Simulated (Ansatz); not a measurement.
Consider the redistribution: `C=C[Si](N)(Cl)O[SiH3]` + `C[SiH](O)F` → `O[SiH](F)[SiH3]` + `C=C[Si](N)(Cl)OC`.

Program: Ansatz. Geometries: PBE0-D4/def2-TZVP. ΔE: electronic, gas phase. CBS: MP2 limit from def2 TZ/QZ plus the TZ coupled-cluster correction, frozen cores. DFT in def2-TZVPP. One conformer a species, not always the lowest.

CCSD(T)/CBS gives +225.3 kJ/mol.

(1) Another level gave +222.4 kJ/mol. Which?
A. PBE0/def2-TZVPP
B. PBE/def2-TZVPP
C. ωB97X-V/def2-TZVPP
D. CCSD(T)/def2-TZVPP

Largest T1 diagnostic among the species: 0.013.

Results:

(1) D. CCSD(T)/def2-TZVPP 222.4, ωB97X-V 214.5, PBE0 205.4, PBE 192.8 kJ/mol.

From PBE to PBE0 (25 % exact exchange), in def2-TZVPP and without D4, ΔE moves by +12.6 kJ/mol.
